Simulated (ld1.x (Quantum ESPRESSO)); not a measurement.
## nickel: one change to a TM potential, before and after

nickel, norm-conserving Troullier–Martins (Kleinman–Bylander form), made with ld1.x (Quantum ESPRESSO) 7.5 (PBE, scalar-relativistic). Core [Ar], reference 3d8 4s0 4p0 (charge +2). Waves: 4s (bound, empty): rc 2.25 bohr; 4p (bound, empty): rc 1.90 bohr; 3d (bound): rc 1.40 bohr. Local part: all-electron potential smoothed inside 1.60 bohr (lloc = -1). Core correction: none.

Change: local potential all-electron potential smoothed inside 1.80 bohr (lloc = -1).

Cutoffs: the cutoffs (Ry, on a coarse ladder) from which the occupation-weighted sum of valence levels, in a spherical-Bessel basis at the reference potential, stays within 10 and 1 mRy of its value at 400 Ry; they do not see the model core or the augmentation charge, which bear on the density cutoff. Errors are all-electron minus pseudo energies relative to the spin-unpolarised reference configuration.

Question: How do hardness, ghosts and transferability respond?

Answer: The potential gets neither clearly harder nor softer (140 Ry and 230 Ry → 140 Ry and 230 Ry); the bound ghost in s disappears; the number of tests that count goes from 6 to 7; of the 6 tests that both files solve, the error grows in 2 and shrinks in 0 by more than 15 % and 0.3 meV (median size 136.2 → 153.2 meV). In the separable form a ghost depends on how the local part lies against the semilocal potential of the channel, so the choice of the local part can create or remove one.

```csv
quantity,base,changed
"cutoff, loose",140 Ry,140 Ry
"cutoff, tight",230 Ry,230 Ry
bound ghosts,s,none
"tests counted (converged, no solver errors)",6 of 7,7 of 7
"error for 3d8 4s2 4p0, meV [ΔE -26.67 eV]",+156,+144
"error for 3d8 4s1 4p0, meV [ΔE -17.35 eV]",+58,+55
"error for 3d7 4s0 4p0, meV [ΔE 37.47 eV]",-153,-181
"error for 3d7 4s2 4p1, meV [ΔE -16.13 eV]",-119,-162
"error for 3d6 4s0 4p0, meV [ΔE 95.02 eV]",-793,-910
"error for 3d8 4s1 4p1, meV [ΔE -22.08 eV]",+102,+97
s: phases at 2.46 bohr within 0.05 rad from the reference energy up to (Ry; the scan ends near 5),-0.9,-0.1
p: phases at 2.46 bohr within 0.05 rad from the reference energy up to (Ry; the scan ends near 5),0.9,1.1
d: phases at 2.46 bohr within 0.05 rad from the reference energy up to (Ry; the scan ends near 5),-0.0,-0.2
```

Base: Tests not counted: 3d9 4s1 4p0 (solver errors, printed error +2.8 eV). These tests converged, but a pseudo level misses the all-electron one widely, so the file describes the atom poorly there or has found another state: 3d6 4s0 4p0: empty 4s by 9.3 eV (a node warning on the way). A true bound ghost makes a file unfit for plane-wave use even where its test errors are small: the radial tests pick states by their node count and pass the ghost by. Where a test does run into it, the solver fails or the error is huge.
